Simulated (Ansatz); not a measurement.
Species: C₃H₁₄Si₃, SMILES `[SiH3]C(CC)([SiH3])[SiH3]` (C–C–C–Si torsion 62°) (charge 0, multiplicity 1), formula C$_{3}$H$_{14}$Si$_{3}$.

Question: How many basis functions does frozen-core CCSD(T)/cc-pVDZ // PBE0-D3(BJ)/def2-SVP (Ansatz, a first-principles code) use, how many core orbitals are frozen, and how many electrons are correlated?

Answer: 166 basis functions and 18 frozen orbitals, which leaves 38 correlated electrons. Core time is of the order of minutes.
